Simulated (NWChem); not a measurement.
Molecule: InSi₂H₇; SMILES [SiH3][InH][SiH3]

Computed with NWChem. All runs use the structure optimised with PBE0/def2-SVP. No frequency run checked for a minimum. def2 effective core potentials on In; no spin-orbit coupling. Vertical excitations in the gas phase; the lowest state need not have the same character in each row.

For level LDA (Slater exchange, VWN5)/def2-SVP, TDA:

```yaml
lowest excitation, singlet (eV): 3.24
orbital gap (eV): 2.96
```

Question: How do the values read with level B3LYP/def2-SVP, TDA instead?

Answer: 
| Quantity | Value |
|---|---|
| lowest excitation, singlet (eV) | 3.42 |
| orbital gap (eV) | 4.29 |
